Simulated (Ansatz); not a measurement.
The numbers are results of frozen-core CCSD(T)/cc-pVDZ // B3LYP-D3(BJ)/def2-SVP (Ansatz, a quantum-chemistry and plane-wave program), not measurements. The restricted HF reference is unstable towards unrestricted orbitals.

Ansatz 0.2 input:
```yaml
crystal:
  periodic: [false, false, false]
  atoms:
    - { symbol: C, position_ang: [3.603764, -1.61024, -0.568651] }
    - { symbol: C, position_ang: [2.539685, -0.906804, -0.142867] }
    - { symbol: C, position_ang: [2.21847, -0.704693, 1.261795] }
    - { symbol: C, position_ang: [1.125972, -0.098184, 1.783526] }
    - { symbol: C, position_ang: [-0.057268, 0.420725, 1.081033] }
    - { symbol: C, position_ang: [-0.703923, 1.56876, 1.582482] }
    - { symbol: C, position_ang: [-1.822666, 2.097724, 0.943484] }
    - { symbol: C, position_ang: [-2.333904, 1.481563, -0.203018] }
    - { symbol: C, position_ang: [-1.736492, 0.315616, -0.712181] }
    - { symbol: Si, position_ang: [-2.4412, -0.557083, -2.223513] }
    - { symbol: C, position_ang: [-0.606719, -0.200701, -0.056117] }
    - { symbol: H, position_ang: [4.280179, -2.102994, 0.137312] }
    - { symbol: H, position_ang: [3.829977, -1.717735, -1.632098] }
    - { symbol: H, position_ang: [1.891142, -0.429032, -0.882904] }
    - { symbol: H, position_ang: [2.980158, -1.050576, 1.97] }
    - { symbol: H, position_ang: [1.117692, 0.055737, 2.868251] }
    - { symbol: H, position_ang: [-0.307962, 2.0532, 2.47893] }
    - { symbol: H, position_ang: [-2.302751, 2.995491, 1.340786] }
    - { symbol: H, position_ang: [-3.212868, 1.906705, -0.694877] }
    - { symbol: H, position_ang: [-1.401854, -0.698487, -3.286292] }
    - { symbol: H, position_ang: [-3.584252, 0.237151, -2.759334] }
    - { symbol: H, position_ang: [-2.921154, -1.927179, -1.874062] }
    - { symbol: H, position_ang: [-0.154025, -1.128964, -0.411689] }
basis:
  gaussian: { orbitals: cc-pVDZ }
correlation:
  method: ccsd_t
```

Output:

```
Functional definition: HF
2019 factors; integrals over basis functions are off by at most 1.1e-3 eV
mean field evaluation 1: about -18350.5907 eV, gradient 3.9e1 eV
mean field evaluation 2: about -18351.0875 eV, gradient 3.9e1 eV
mean field evaluation 4: about -18356.4295 eV, gradient 5.1e0 eV
mean field evaluation 8: about -18356.5109 eV, gradient 1.2e-1 eV
mean field evaluation 16: about -18356.0204 eV, gradient 1.0e0 eV
mean field -18356.51094660 eV, -674.5893347975 hartree, gradient 7.6e-6 eV, S^2 0.000000; 0 other end points of the search recorded, 0 dependent functions left out; unrestricted orbitals would lower it
15 core orbitals not correlated
reference -18356.51094660 eV, -674.5893347975 hartree; 28, 28 occupied and 175, 175 virtual orbitals, 2019 factors
second order -38.52271191 eV of doubles, -0.00000000 eV of singles
cycle   1  -39.37604351 eV  change   -8.5e-1 eV  update   1.6e-1
cycle   2  -40.59081860 eV  change    -1.2e0 eV  update   5.2e-2
cycle   3  -40.86671594 eV  change   -2.8e-1 eV  update   2.3e-2
cycle   4  -40.87161552 eV  change   -4.9e-3 eV  update   7.4e-3
cycle   5  -40.87469641 eV  change   -3.1e-3 eV  update   3.1e-3
cycle   6  -40.87565167 eV  change   -9.6e-4 eV  update   9.6e-4
cycle   7  -40.87538158 eV  change    2.7e-4 eV  update   3.7e-4
cycle   8  -40.87542462 eV  change   -4.3e-5 eV  update   1.5e-4
cycle   9  -40.87546667 eV  change   -4.2e-5 eV  update   6.9e-5
perturbative correction -1.79319728 eV, -0.0658987845 hartree
Total energy: -18399.17961055 eV, -676.1573792757 hartree
```

Cost: very roughly 15 core-minutes.
